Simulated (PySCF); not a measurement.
# Ionisation energy of Eu⁺ by level of theory

Eu⁺ [Xe] 4f7 6s1 [4f5/2^6 4f7/2^1 6s1/2^1, M_J = 4] → Eu²⁺ [Xe] 4f7 [4f5/2^6 4f7/2^1, M_J = 7/2], as a difference of total energies. Calculation: PySCF 2.14, in x2c-QZVPPall-2c (16s16p12d6f4g1h, 213 functions); the two-component X2C-1e Hamiltonian. Correlated levels: [Ar] 3d10 frozen; the 40 highest virtual spinors dropped. "Screened" scales the spin-orbit matrix elements by Boettger's factors to mimic the two-electron term; Breit and QED terms are absent.

```json
{"method": "GHF (spin-free)", "ionisation energy (eV)": "10.453", "difference from reference (eV)": "-0.787"}
{"method": "GHF (screened spin-orbit)", "ionisation energy (eV)": "10.455", "difference from reference (eV)": "-0.785"}
{"method": "GMP2 (screened spin-orbit)", "ionisation energy (eV)": "11.314", "difference from reference (eV)": "+0.074"}
```

Reference: 11.24 ± 0.006 eV (semi-empirical (NIST evaluation); NIST Atomic Spectra Database, ionization energies).

The labels give the starting determinants; with spin-orbit coupling the two ends relaxed to ⟨J²⟩ = 20.01, ⟨L²⟩ = 0.10, ⟨S²⟩ = 19.94 and ⟨J²⟩ = 15.76, ⟨L²⟩ = 0.10, ⟨S²⟩ = 15.70.
